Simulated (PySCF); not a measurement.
**Electron correlation in Ta²⁺ (tantalum, charge +2)**

[Xe] 4f14 5d2 6s1, high-spin 4F determinant (an excited configuration). Computed with PySCF 2.14 in aug-cc-pwCVDZ-PP with ECP60MDF (6s6p5d3f, 70 functions), with scalar relativity through the core potential. Frozen: 5s2 5p6; 3 electrons correlated.

| level | correlation energy (mhartree) |
| --- | --- |
| CCSD | -14.64 |
| (T) | -0.06 |
| CCSD(T) | -14.70 |

Diagnostics: T1 = 0.0017, D1 = 0.0038, largest double amplitude 0.022.

Spin-orbit coupling, absent here, splits the open shell strongly.

Cost of the coupled-cluster step: roughly 4 core-seconds, for 3 correlated electrons.
